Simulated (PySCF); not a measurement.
**Bonding in `C[C@@H]1CC2(CC2)[C@@H]1B(O)O`**

C7H13BO2.
SMILES with atom numbers: `[CH3:1][C@@H:2]1[CH2:3][C:4]2([CH2:5][CH2:6]2)[C@@H:7]1[B:8]([OH:9])[OH:10]` (hydrogens: H11, H12, H13 on C1; H14 on C2; H15, H16 on C3; H17, H18 on C5; H19, H20 on C6; H21 on C7; H22 on O9; H23 on O10)

Geometry (PBE0-D3(BJ)/def2-SVP, Å), atoms numbered from 1 in this order:
```
atom  x, y, z in Å
C1    -1.965   -0.950    0.538
C2    -1.009   -0.553   -0.572
C3     0.243   -1.457   -0.661
C4     1.022   -0.386    0.091
C5     1.723   -0.604    1.396
C6     2.497   -0.192    0.173
C7    -0.069    0.647   -0.207
B8    -0.572    1.729    0.824
O9     0.139    2.022    1.945
O10   -1.737    2.423    0.624
H11   -2.743   -0.187    0.699
H12   -2.468   -1.903    0.310
H13   -1.424   -1.074    1.490
H14   -1.560   -0.435   -1.520
H15    0.595   -1.583   -1.698
H16    0.166   -2.450   -0.188
H17    1.580    0.138    2.184
H18    1.826   -1.638    1.742
H19    3.141   -0.932   -0.313
H20    2.876    0.834    0.135
H21    0.197    1.178   -1.142
H22   -0.294    2.714    2.459
H23   -2.191    2.163   -0.182
```

Bond orders from the PBE0/pcSseg-1 density (PySCF). One conformer (not necessarily the lowest) at the PBE0-D3(BJ)/def2-SVP geometry, without solvent, vibrations or thermal averaging.

Where do the orders between heavy atoms depart from those drawn in the SMILES?

The largest departure is 0.232, at B8–O9 (drawn single, 1.232). Drawn single, order above 1.12: B8–O9 (1.232) and B8–O10 (1.190).

Set the Mayer orders of the bonds between heavy atoms beside their lengths.

| bond | drawn as | length (Å) | Mayer order |
| --- | --- | --- | --- |
| C1–C2 | single | 1.518 | 1.017 |
| C2–C3 | single | 1.547 | 1.028 |
| C3–C4 | single | 1.524 | 0.988 |
| C4–C5 | single | 1.497 | 0.922 |
| C5–C6 | single | 1.504 | 0.987 |
| C4–C7 | single | 1.532 | 0.958 |
| C7–B8 | single | 1.577 | 0.914 |
| B8–O9 | single | 1.360 | 1.232 |
| B8–O10 | single | 1.370 | 1.190 |
| C7–C2 | single | 1.567 | 1.011 |
| C6–C4 | single | 1.491 | 0.954 |

By pair of heavy elements: C–C: lowest C4–C5 (0.922, 1.497 Å), highest C2–C3 (1.028, 1.547 Å); in 18 of the 28 pairs the longer bond (by over 0.003 Å) has the higher order (by 0.02 or more). B–O: lowest B8–O10 (1.190, 1.370 Å), highest B8–O9 (1.232, 1.360 Å).

And the bonds to hydrogen?

C–H: 0.91 to 0.96 (11 bonds); H–O: 0.92 to 0.94 (2 bonds).

Sum the orders of all bonds at each heavy atom with more than one neighbour and set the sums beside the valence in the SMILES.

C1 3.888 (drawn 4), C2 4.010 (drawn 4), C3 3.914 (drawn 4), C4 3.822 (drawn 4), C5 3.801 (drawn 4), C6 3.847 (drawn 4), C7 3.790 (drawn 4), B8 3.336 (drawn 3), O9 2.156 (drawn 2), O10 2.127 (drawn 2). Orders between atoms that aren't bonded are not in these sums.

The Mayer order sums products of elements of PS (density times overlap matrix) between the two atoms' basis functions, so it depends on the basis set.

These values come from a run that also computed NMR shieldings. On Arm Neoverse V1, one thread, shared host with 32 logical CPUs at a one-minute load of 11, this took 59 s of wall time and 1.2 GiB of memory at its peak.
